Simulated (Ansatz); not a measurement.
`O[SiH]([SiH3])[TeH]` + CH₃OH → `CO[SiH](O)[SiH3]` + H₂Te at 298.15 K and 1 bar (ligand exchange at the Si–Te bond).

Gas-phase electronic energies from Ansatz, PBE0-D4/def2-TZVP geometries. CCSD(T)/CBS is the MP2 limit (def2-TZVPP, def2-QZVPP) plus CCSD(T) − MP2 in def2-TZVPP, frozen cores. This one scheme is used for every species. Elements past krypton have def2 core potentials. For Te outer-core shells are correlated without core-valence functions, which leaves a few kJ/mol of doubt a bond. One conformer a species, not always the lowest.

```csv
species,CCSD(T)/CBS energy (Eh),H − E (kJ/mol),S (J/(mol·K))
`O[SiH]([SiH3])[TeH]`,-924.72516,169.4,389.3
CH₃OH,-115.61712,146.3,238.2
`CO[SiH](O)[SiH3]`,-771.44542,264.3,390.3
H₂Te,-268.91024,41.3,228.4
```

H − E and S are ideal-gas, rigid-rotor, harmonic terms from PBE0-D4/def2-TZVP, for one conformer and one mirror image of each species. 1 Eh = 2625.50 kJ/mol, R = 8.31446 J/(mol·K).

Task: By hand: ΔE, ΔH, ΔS and ΔG.

Result: ΔE = (-771.44542) + (-268.91024) − (-924.72516) − (-115.61712) = -0.01338 Eh = -35.1 kJ/mol. Δ(H − E) = 264.3 + 41.3 − 169.4 − 146.3 = -10.1, so ΔH = -45.2 kJ/mol. ΔS = 390.3 + 228.4 − 389.3 − 238.2 = -8.8 J/(mol·K). ΔG = -45.2 − 298.15 × (-8.8)/1000 = -42.6 kJ/mol.

Task: By hand: the equilibrium constant, and the temperature at which ΔG would vanish if ΔH and ΔS stayed fixed.

Result: log₁₀ K = −ΔG/(RT ln 10) = 7.5. ΔG = 0 at ΔH/ΔS = 5136 K, far beyond where these terms or the molecules hold.

The number of gas molecules stays the same, so ΔS is small and ΔH decides. A doubt of 5 kJ/mol in ΔE shifts log₁₀ K by 0.9 here. Other conformers and mirror images would add mixing entropy, several J/(mol·K) or more a flexible species. These are equilibria of isolated gas molecules and say nothing of rates. Largest T1 diagnostic: 0.012 (customary marks: 0.02 for closed shells, 0.045 for open ones).
